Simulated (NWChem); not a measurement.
## Ionisation of silylarsine (H5AsSi)

```xyz
7

Si     1.5569    -0.2999     0.0000
As    -0.7829     0.2106     0.0000
H      2.1686     0.3168     1.2132
H      2.1686     0.3168    -1.2132
H      1.8473    -1.7633     0.0000
H     -1.0721    -0.8105     1.1036
H     -1.0721    -0.8105    -1.1036
```
Charge 0, spin multiplicity 1.

The numbers come from NWChem runs, not from measurements. Structure: optimised with B3LYP/def2-SVP, a minimum by its harmonic frequencies.

Basis set: def2-TZVP. −ε marks an orbital energy of the parent.

The Hamiltonian is non-relativistic. B3LYP has NWChem's definition, with VWN1-RPA local correlation.

Task: One of these methods gave a first vertical ionisation energy of 7.33 eV. Which?
A. −ε(HOMO) of PBE0
B. −ε(HOMO) of HF
C. −ε(HOMO) of PBE
D. −ε(HOMO) of B3LYP

Result: D, −ε(HOMO) of B3LYP. The others give 9.86 (−ε(HOMO) of HF), 7.53 (−ε(HOMO) of PBE0), 6.49 (−ε(HOMO) of PBE).
